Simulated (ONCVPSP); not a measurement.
**titanium: variants of one ONCV potential**

Base potential:

```
Element                 : Ti
Generator               : ONCVPSP 4.0.1
Type                    : optimised norm-conserving Vanderbilt (ONCV)
Functional              : revPBE
Relativity              : fully relativistic
Frozen core             : [Ne]
Valence charge          : 12
Reference configuration : 3s2 3p6 3d2.5 4s1.5
Partial waves           : 3s+4s: rc 1.45 bohr, ncon 4, nbas 7, qcut 6.5 1/bohr, 2 projectors; 3p: rc 1.65 bohr, ncon 4, nbas 9, qcut 7.6 1/bohr, 2 projectors, debl 1.7 Ha; 3d: rc 2.45 bohr, ncon 4, nbas 9, qcut 7 1/bohr, 2 projectors, debl 2 Ha
Local potential         : polynomial inside 1.10 bohr (lpopt 5, dvloc0 0 Ha)
Core correction         : polynomial model core, fcfact 0.3
```

Open shells are filled in proportion to 2j + 1.

Cutoffs, loose and tight: the cutoffs (Ha) at which the residual kinetic energy of the hardest occupied pseudo-wave falls to 1 and 0.1 mHa per electron. They do not see the model core or the augmentation charge, which bear on the density cutoff. Test errors are all-electron minus pseudo excitation energies from the reference, over the configurations 3s2 3p6 3d2 4s2; 3s2 3p6 3d2 4s1; 3s2 3p6 3d2 4s0; 3s2 3p6 3d1 4s2. A dash means not determined; rows that change the core or the reference have their own tests.

| change | outcome | cutoff, loose | cutoff, tight | bound ghosts | GHOST(+) flags above zero | largest test error (meV) |
| --- | --- | --- | --- | --- | --- | --- |
| base | generated | 20 Ha | 48 Ha | none | none | +340 |
| s: rc 1.04; local potential polynomial inside 1.04 bohr (lpopt 5, dvloc0 0 Ha) | generated | 98 Ha | 118 Ha | none | s | +346 |
| p: qcut 7.4 | generated | 19 Ha | 48 Ha | none | none | +340 |
| all radii but the core radius scaled by about 1.11 (s 1.60, p 1.82, d 2.72 bohr); local potential polynomial inside 1.22 bohr (lpopt 5, dvloc0 0 Ha) | generated | 19 Ha | 22 Ha | none | none | +444 |
| core correction none | generated | 20 Ha | 48 Ha | none | none | +343 |
| local potential polynomial inside 1.10 bohr (lpopt 5, dvloc0 -2 Ha) | generated | 20 Ha | 48 Ha | none | none | +340 |
| scalar-relativistic | generated | 20 Ha | 48 Ha | none | none | +343 |
| s: qcut 6.2; p: qcut 7.2; d: qcut 6.7 | generated | 19 Ha | 52 Ha | none | none | +367 |
| d: qcut 6.9 | generated | 20 Ha | 48 Ha | none | none | +348 |

Problem. What comes out with this change to the base: s: ncon 3, nbas 6?

Solution. outcome: generated; cutoff, loose: 20 Ha; cutoff, tight: 23 Ha; bound ghosts: none; GHOST(+) flags above zero: none; largest test error (meV): +340.
